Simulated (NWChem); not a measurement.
System: SnH2SO, singlet; SMILES [OH][Sn][SH]

The following NWChem deck was run.

```
start job
memory heap 200 mb stack 900 mb global 1100 mb
geometry units angstroms noautoz
  Sn    -0.344674    -0.470092     0.000000
  O      1.508095    -1.208315     0.000000
  H      2.222804    -0.559668     0.000000
  S      0.342120     1.905016     0.000000
  H     -0.932316     2.355280     0.000000
end
basis spherical
  * library def2-svp
end
ecp
  Sn library def2-ecp
end
dft
  xc m06-2x
  iterations 150
  mulliken
end
task dft gradient
```

NWChem printed, in part:

```
             Northwest Computational Chemistry Package (NWChem) 7.3.0
             --------------------------------------------------------

 CS  symmetry detected

                             Geometry "geometry" -> ""
                             -------------------------

 Output coordinates in angstroms (scale by  1.889725989 to convert to a.u.)

  No.       Tag          Charge          X              Y              Z
 ---- ---------------- ---------- -------------- -------------- --------------
    1 Sn                  50.0000    -0.33602073    -0.48047128     0.00000000
    2 O                    8.0000     1.55963546    -1.10032108     0.00000000
    3 H                    1.0000     2.23199336    -0.40787128     0.00000000
    4 S                   16.0000     0.19954506     1.93323817     0.00000000
    5 H                    1.0000    -1.10076143     2.30219322     0.00000000

 Effective nuclear repulsion energy (a.u.)     331.6842500904

      Symmetry information
      --------------------

 Group name             Cs
 Group number              2
 Group order               2
 No. of unique centers     5

                                 NWChem DFT Module
                                 -----------------

 Summary of "ao basis" -> "ao basis" (spherical)
 ------------------------------------------------------------------------------
       Tag                 Description            Shells   Functions and Types
 ---------------- ------------------------------  ------  ---------------------
 Sn                         def2-svp                10       26   4s4p2d
 O                          def2-svp                 6       14   3s2p1d
 H                          def2-svp                 3        5   2s1p
 S                          def2-svp                 8       18   4s3p1d

      Symmetry analysis of basis
      --------------------------

        a'         49
        a"         19

            General Information
            -------------------
          SCF calculation type: DFT
          Wavefunction type:  closed shell.
          No. of atoms     :     5
          No. of electrons :    48
           Alpha electrons :    24
            Beta electrons :    24
          Charge           :     0
          Spin multiplicity:     1
          Use of symmetry is: on ; symmetry adaption is: on
          Maximum number of iterations: 150
          AO basis - number of functions:    68
                     number of shells:    30
          Convergence on energy requested:  1.00D-06
          Convergence on density requested:  1.00D-05
          Convergence on gradient requested:  5.00D-04

              XC Information
              --------------
                       M06-2X Method XC Functional
                     Hartree-Fock (Exact) Exchange  0.540
                        M06-2X Exchange Functional  1.000
                      M06-2X Correlation Potential  1.000

             Grid Information
             ----------------
          Grid used for XC integration:  medium
          Radial quadrature: Mura-Knowles
          Angular quadrature: Lebedev.
          Tag              B.-S. Rad. Rad. Pts. Rad. Cut. Ang. Pts.
          ---              ---------- --------- --------- ---------
          Sn                  1.45      123           9.0       590
          O                   0.60       49          11.0       434
          H                   0.35       45          11.0       434
          S                   1.00       88          10.0       590
          Grid pruning is: on
          Number of quadrature shells:   350
          Spatial weights used:  Erf1

      Superposition of Atomic Density Guess
      -------------------------------------

 Sum of atomic energies:        -722.13277335

      Non-variational initial energy
      ------------------------------

 Total energy =    -686.636877
 1-e energy   =   -1359.310725
 2-e energy   =     507.211710
 HOMO         =      -0.269093
 LUMO         =      -0.039572

      Symmetry analysis of molecular orbitals - initial
      -------------------------------------------------

  Numbering of irreducible representations:

     1 a'          2 a"

  Orbital symmetries:

     1 a'          2 a'          3 a'          4 a'          5 a'
     6 a"          7 a'          8 a'          9 a'         10 a"
    11 a'         12 a'         13 a'         14 a"         15 a"
    16 a'         17 a'         18 a'         19 a'         20 a'
    21 a"         22 a'         23 a"         24 a'         25 a"
    26 a'         27 a'         28 a'         29 a'         30 a'
    31 a'         32 a"         33 a'         34 a'

     ---------------------------------------------
      Total Density - Mulliken Population Analysis
     ---------------------------------------------

    Atom       Charge   Shell Charges
 -----------   ------   -------------------------------------------------------
    1 Sn  22    20.88   1.60  0.43  1.19  0.68  3.27  2.72  0.56  0.35  9.77  0.31
    2 O    8     8.99   1.99  1.12  0.68  3.12  2.07  0.00
    3 H    1     0.67   0.53  0.08  0.06
    4 S   16    16.67   2.00  1.99  1.21  0.66  5.94  1.84  3.00  0.02
    5 H    1     0.79   0.57  0.19  0.03

[...]

                         DFT ENERGY GRADIENTS

    atom               coordinates                        gradient
                 x          y          z           x          y          z
   1 Sn     -0.634987  -0.907959   0.000000    0.000187   0.003141   0.000000
   2 O       2.947284  -2.079305   0.000000    0.001596  -0.003185   0.000000
   3 H       4.217856  -0.770765   0.000000   -0.001057   0.001355   0.000000
   4 S       0.377085   3.653290   0.000000    0.001314  -0.001696   0.000000
   5 H      -2.080137   4.350514   0.000000   -0.002040   0.000384   0.000000
```

Level: M06-2X/def2-SVP with def2 effective core potentials on Sn. Low-valent species are run as closed-shell singlets; no triplet was tried in these runs. Structure relaxed at the PBE0/def2-SVP level. def2 effective core potentials on Sn; no spin-orbit coupling.
